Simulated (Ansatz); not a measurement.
Consider the formal exchange of groups at the Se–Si bond: `Cl[Si](Cl)(Cl)[SeH]` + `FBF` → `FB(F)[SeH]` + trichlorosilane.

Gas-phase electronic energies from Ansatz, PBE0-D4/def2-TZVP geometries. CBS: MP2 limit from def2 TZ/QZ plus the TZ coupled-cluster correction, frozen cores. This one scheme is used for every species. DFT in def2-TZVPP. B3LYP here is the variant with VWN-RPA as its local correlation; programs differ in this. HSE06 is defined as in plane-wave codes. For Se outer-core shells are correlated without core-valence functions, which leaves a few kJ/mol of doubt a bond. Scalar relativity is left out up to krypton. Each species was taken in one conformer, which may not be the lowest.

```tsv
level	ΔE (kJ/mol)	difference from CCSD(T)/CBS
revPBE-D4	10.1	0.0
B3LYP-D4	10.1	0.0
r2SCANh-D4	4.4	-5.7
HSE06-D4	8.4	-1.7
PBE-QIDH	7.1	-3.0
PBE	1.6	-8.5
revPBE	0.8	-9.3
B3LYP	-0.1	-10.2
BHLYP	0.9	-9.2
CAM-B3LYP	-0.3	-10.4
RPA@PBE/def2-TZVPP	1.2	-8.9
HF/def2-SVP	-4.5	-14.6
MP2/def2-SVP	2.7	-7.4
MP2/def2-QZVPP	14.8	4.7
SCS-MP2/def2-QZVPP	10.9	0.8
HF/CBS(def2)	0.2	-9.9
CCSD(T)/CBS	10.1	0
```

Largest T1 diagnostic among the species: 0.013.

Leaving LDA and LC-ωPBE aside and taking each functional with its dispersion term where it has one, the values, not all of them listed here, spread over 10.4 kJ/mol, from B97M-V to BHLYP-D4. In def2-TZVPP, CCSD(T) changes the Hartree–Fock value by +3.9 kJ/mol (the triples alone add +1.4 kJ/mol) and MP2 by +11.1 kJ/mol.
